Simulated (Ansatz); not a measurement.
`O=C(O)c1ccc(Br)cc1`, relaxed with RKS PBE0-D4/def2-TZVP in Ansatz from a PBE-D4/def2-SVP geometry. The force threshold is 0.005 eV/Å; the program also tests the step.

Charge 0, multiplicity 1.

Start:

```xyz
15

O    -0.846   -1.693    2.379
C    -1.224   -1.169    1.344
O    -2.505   -1.264    0.902
C    -0.357   -0.367    0.434
C     0.996   -0.198    0.790
C     1.858    0.544   -0.022
C     1.356    1.120   -1.202
Br    2.518    2.130   -2.314
C     0.010    0.963   -1.575
C    -0.843    0.218   -0.752
H    -2.969   -1.806    1.574
H     1.353   -0.663    1.721
H     2.914    0.679    0.251
H    -0.362    1.422   -2.502
H    -1.899    0.085   -1.028
```

Problem. By how much does the energy fall, and how many steps does the optimiser take? (Estimate.)

Solution. Computed: 0.10 eV, in 6 steps.

Problem. Which bonds change most? (Estimate.)

Solution. Computed: C7–C9 from 1.405 to 1.386 Å; C6–C7 from 1.406 to 1.387 Å; C4–C10 from 1.409 to 1.391 Å; C4–C5 from 1.409 to 1.391 Å.

Problem. Give the relaxed structure. (Best estimate.)

Solution. The calculation gave: 
```xyz
15

O    -0.839   -1.674    2.352
C    -1.210   -1.157    1.331
O    -2.479   -1.253    0.896
C    -0.349   -0.361    0.429
C     0.987   -0.195    0.782
C     1.837    0.539   -0.023
C     1.338    1.106   -1.187
Br    2.490    2.108   -2.291
C     0.011    0.951   -1.555
C    -0.832    0.215   -0.742
H    -2.949   -1.786    1.551
H     1.344   -0.651    1.697
H     2.877    0.672    0.245
H    -0.357    1.403   -2.467
H    -1.870    0.085   -1.016
```
